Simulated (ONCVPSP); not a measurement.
## Cutoff test, C (Z = 6), ONCV

- Element: C
- Generator: ONCVPSP 4.0.1
- Type: optimised norm-conserving Vanderbilt (ONCV)
- Functional: PW91
- Relativity: scalar-relativistic
- Frozen core: [He]
- Valence charge: 4
- Reference configuration: 2s2 2p2
- Partial waves: 2s: rc 0.90 bohr, ncon 3, nbas 7, qcut 7.3 1/bohr, local; 2p: rc 3.00 bohr, ncon 4, nbas 8, qcut 4.7 1/bohr, 3 projectors, debl 2.6 Ha
- Local potential: the s channel
- Core correction: polynomial model core, fcfact 0.35

Q: For each optimised wave give the share of its norm inside rc, the residual kinetic energy above qcut (Ha) and the cutoffs (Ha) for errors of 10, 1, 0.1 and 0.01 mHa per electron.

A:

```csv
wave,norm inside rc,residual KE,10 mHa,1 mHa,0.1 mHa,0.01 mHa
2s,0.147,7.7e-05,13.1,20.1,26.2,76.8
2p,0.886,6.9e-07,5.6,7.3,8.7,9.8
p projector 2,0.179,1.6e-04,8.2,9.8,12.5,29.1
p projector 3,0.186,1.3e-02,11.8,32.9,39.2,49.5
```

The occupied waves need 20 Ha and 26 Ha for 1 and 0.1 mHa. Its largest configuration-test error is +2433 meV.
